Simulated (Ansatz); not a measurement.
Ideal-gas functions of C₂H₄BNS (`C=C1SB1N`) at 298.15 K and 1 bar, from an Ansatz frequency run at PBE0-D4/def2-TZVP.

Molar mass 84.94 g/mol, point group Cs (symmetry number 1), electronic degeneracy 1, moments of inertia 85.153, 139.27, 224.423 u Å². Harmonic wavenumbers (cm⁻¹, unscaled): 219, 258, 359, 448, 494, 556, 562, 674, 684, 741, 883, 1018, 1064, 1403, 1505, 1626, 1802, 3151, 3237, 3629, 3726.

Use S(trans) = R[1.5 ln M + 2.5 ln T − 1.1517]; rotational temperatures θ = 24.2544 K / I; S(rot) = R[ln(√π/σ · √(T³/θAθBθC)) + 1.5]; for each mode x = 1.438777 ν̃/T, S = R[x/(eˣ − 1) − ln(1 − e⁻ˣ)] and H = RT x/(eˣ − 1); 1 cm⁻¹ = 0.0119627 kJ/mol; R = 8.31446 J/(mol·K).

Task: By hand: the entropy, in J/(mol·K).

Result: Translation 164.3. Rotation: θ = 0.2848, 0.1742, 0.1081 K, giving 110.0. Vibration, mode by mode: 8.23, 7.01, 4.71, 3.35, 2.82, 2.23, 2.18, 1.42, 1.36, 1.09, 0.63, 0.36, 0.30, 0.07, 0.05, 0.03, 0.01, 0.00, 0.00, 0.00, 0.00, in all 35.9. Electronic 0.0. Sum 310.2 J/(mol·K).

Task: By hand: H − E and G − E in kJ/mol, counted from the electronic energy.

Result: Zero-point energy ½ × 28039 × 0.0119627 = 167.7; thermal vibration 7.1; translation, rotation and pV give 4 RT = 9.9. H − E = 184.7 kJ/mol, and G − E = 184.7 − 298.15 × 310.2/1000 = 92.2 kJ/mol.

Vibration gives 12 % of the entropy. The sum counts one conformer and one mirror image; others add a mixing term.
